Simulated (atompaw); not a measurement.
Logarithmic derivatives: phosphorus, PAW (atompaw)

```json
{
 "Element": "P",
 "Generator": "atompaw 4.2.0.5",
 "Type": "PAW",
 "Functional": "PBE",
 "Relativity": "scalar-relativistic",
 "Frozen core": "[Ne]",
 "Valence charge": "5",
 "Reference configuration": "3s2 3p3",
 "Partial waves": "3s (bound): rc 1.80 bohr; 3s channel at 3.8 Ry: rc 1.10 bohr; 3p (bound): rc 1.80 bohr; 3p channel at 2.5 Ry: rc 1.80 bohr; 3d channel at -0.2 Ry: rc 1.65 bohr",
 "Local potential": "troulliermartins scheme with l = 3 at 0 Ry, radius 1.25 bohr",
 "Core correction": "smooth core density matched at 1.20 bohr",
 "Augmentation charge": "gaussian compensation charge, radius 1.70 bohr; PAW radius 1.80 bohr; waves and projectors: custom rrkj gramschmidtortho"
}
```

The phase is arctan(r·u′/u) with u = r·R(r), unwrapped; energies in Ry, scanned from -3 to 5 Ry. A pole is an energy at which the radial function vanishes at the test radius. The pseudo phase is shifted by a multiple of π to meet the all-electron one at the reference energy, and phase errors are pseudo minus all-electron; the curves can meet again beyond the range given. Levels narrower than the energy grid can be missing from the lists of poles.

For each channel, where are the poles, and over which energies does the pseudopotential scatter like the atom?

```csv
channel,radius (bohr),reference energy (Ry),"poles, all-electron","poles, pseudo",unbroken range about the reference energy with phases within 0.05 rad,phase error 1 Ry above the reference energy (rad)
s,1.81,-1.03,2.27,2.27,the whole range,-0.000
p,1.81,-0.40,3.34,3.34,the whole range,-0.000
d,1.81,-0.20,4.04,4.34,the whole range,+0.006
```

Phases in the p channel:

```
E (Ry)  all-electron  pseudo
 -3.00         1.166   1.165
 -2.52         1.110   1.109
 -2.04         1.028   1.028
 -1.56         0.900   0.899
 -1.08         0.678   0.678
 -0.60         0.269   0.269
 -0.12        -0.344  -0.344
  0.36        -0.853  -0.853
  0.84        -1.140  -1.140
  1.32        -1.300  -1.301
  1.80        -1.401  -1.401
  2.28        -1.470  -1.470
  2.76        -1.522  -1.522
  3.24        -1.563  -1.563
  3.72        -1.598  -1.599
  4.20        -1.630  -1.631
  4.68        -1.660  -1.661
```
